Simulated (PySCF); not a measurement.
WS2ClBr, SMILES [S]=[W](=[S])([Cl])[Br], multiplicity 1. Coordinates come from a PBE0-D3(BJ)/def2-SVP optimisation. The multiplicity is an assumed one; no other spin state was optimised. The structure was generated by enumeration; whether it is a known compound was not checked. The def2 effective core potentials stand for the cores of W; spin–orbit coupling is left out.

These are PBE0-D3(BJ)/def2-SVP (PySCF) values and carry that method's errors.

Harmonic wavenumbers (cm⁻¹): 94, 119, 139, 146, 191, 286, 414, 562, 568. Rotational constants (GHz): 1.245, 0.7533, 0.7184; symmetry number 1.

Task: Work out the zero-point energy and the ideal-gas rigid-rotor harmonic-oscillator thermochemistry at 298.15 K and 1 atm.

Result: ZPE = ½ Σ hcν = ½ × 2520 cm⁻¹ = 3.60 kcal/mol. H − E(el) = 8.75 kcal/mol. Entropy in cal/(mol K): translation 43.56, rotation 30.55, vibration 17.88, total 91.99. G − E(el) = -18.68 kcal/mol. Cp = 22.86 cal/(mol K). Modes under 150 cm⁻¹ make the vibrational entropy uncertain.
